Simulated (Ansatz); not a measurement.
Start from `[CH3][In]([F])[c]1ccccc1` and change one atom or group to get `[SnH3][c]1ccccc1`.

Ansatz, PBE0-D4/def2-TZVP geometries, multiplicity 1. Each molecule was computed in one conformer, which needn't be the lowest.

Elements past krypton have def2 core potentials.

```json
{"property": "HOMO–LUMO gap (B3LYP/def2-TZVPP) / eV", "`[CH3][In]([F])[c]1ccccc1`": "5.62"}
{"property": "HOMO energy (B3LYP/def2-TZVPP) / eV", "`[CH3][In]([F])[c]1ccccc1`": "-7.24"}
{"property": "LUMO energy (ωB97M-V/def2-TZVPP) / eV", "`[CH3][In]([F])[c]1ccccc1`": "0.19"}
{"property": "HOMO–LUMO gap (PBE0/def2-TZVPP) / eV", "`[CH3][In]([F])[c]1ccccc1`": "6.08"}
{"property": "size of the dipole moment (B3LYP/def2-TZVPP) / D", "`[CH3][In]([F])[c]1ccccc1`": "3.57"}
{"property": "LUMO energy (PBE/def2-TZVPP) / eV", "`[CH3][In]([F])[c]1ccccc1`": "-2.12"}
```

(1) Give the same properties after the change, and the shifts. (Estimate.)

Answers

(1) Computed: 
| property | `[SnH3][c]1ccccc1` | shift |
| --- | --- | --- |
| HOMO–LUMO gap (B3LYP/def2-TZVPP) / eV | 6.42 | 0.80 |
| HOMO energy (B3LYP/def2-TZVPP) / eV | -7.15 | 0.09 |
| LUMO energy (ωB97M-V/def2-TZVPP) / eV | 1.41 | 1.22 |
| HOMO–LUMO gap (PBE0/def2-TZVPP) / eV | 6.82 | 0.74 |
| size of the dipole moment (B3LYP/def2-TZVPP) / D | 0.86 | -2.71 |
| LUMO energy (PBE/def2-TZVPP) / eV | -1.44 | 0.68 |

With PBE0 the HOMO rises by 0.09 eV and the LUMO rises by 0.83 eV, so the gap widens by about 0.74 eV. PBE moves the HOMO by 0.08 eV and ωB97M-V by 0.11 eV. Dipoles are sizes alone; their direction can turn.

B3LYP here is the variant with VWN-RPA as its local correlation; programs differ in this.
